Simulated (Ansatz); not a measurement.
Stretching the C2–H3 bond in C2H6Sn (SMILES [CH3][Sn][CH3]) (multiplicity 1 held, fragments rigid). Energies count from the point at 1.094 Å.
Geometry at that point (charge 0, multiplicity 1):
```csv
atom,x (Å),y (Å),z (Å)
Sn,0.1105,-0.0564,0.4115
C,0.4889,1.5448,-1.0685
H,-0.4678,1.9378,-1.4244
H,1.0071,1.1195,-1.9327
H,1.0825,2.3634,-0.6637
C,-1.0545,-1.2560,-1.0381
H,-0.4261,-1.4813,-1.9044
H,-1.9010,-0.6630,-1.3961
H,-1.4257,-2.1881,-0.6143
```

Restricted levels (R-, RO-) in cc, def2 and unpolarised 6-31G sets keep to the state of the molecule at rest. Active spaces are followed from a long bond inwards. Levels need not reach the same state.

Correlated levels freeze the cores. Filled d and f shells under p-block atoms count as core.

Codes used: Ansatz (Gaussian basis) for Hartree–Fock, density functionals and correlated methods. Each number belongs to the level named beside it. In def2 rows elements past Kr take small-core potentials, without spin–orbit coupling.

**Question.** What energy at R = 3.500 Å does R-MP2/def2-SVP give?

**Answer.** 607 kJ/mol

**Question.** Predict the energy at R = 3.500 Å from R-SCS-MP2/def2-SVP.

**Answer.** 583 kJ/mol

**Question.** What energy at R = 3.500 Å does FIC-MRCISD+Q on CASSCF(2,2)/def2-SVP give?

**Answer.** 448 kJ/mol

Doubts at one or more of the structures used: a restricted determinant that unrestricted orbitals would lower (R-MP2/def2-SVP, R-SCS-MP2/def2-SVP).

Ansatz is a first-principles code.
